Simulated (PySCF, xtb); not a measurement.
C3H, SMILES [C][C][CH+] (connectivity only; charge and spin as stated), charge +1, multiplicity 1.

Coordinates come from a PBE0-D3(BJ)/def2-TZVP optimisation.

Level of theory: C-PCM-ωB97X/def2-SVP (PySCF).

The values are the electrostatic part of the solvation free energy, E(continuum) − E(gas) at the gas-phase geometry, in a cavity of scaled van der Waals radii (PySCF's table); cavitation and dispersion terms are not included. In vacuum the orbital gap is 9.98 eV.

```json
[
 {"solvent": "water", "ε": "78.36", "ΔG(elec) (kcal/mol)": "-68.2", "gap (eV)": "10.27"},
 {"solvent": "2-propanol", "ε": "19.26", "ΔG(elec) (kcal/mol)": "-65.5", "gap (eV)": "10.26"},
 {"solvent": "1-octanol", "ε": "9.86", "ΔG(elec) (kcal/mol)": "?", "gap (eV)": "?"}
]
```

Question: Fill in the missing entries. (Estimate from the structure and the level; the computed values follow.)

Answer: 
- 1-octanol, ΔG(elec) (kcal/mol): -62.0
- 1-octanol, gap (eV): 10.24

For comparison, GFN2-xTB/ALPB(water) (xtb, at the GFN2-xTB geometry, all terms of that model) gives -69.3 kcal/mol.
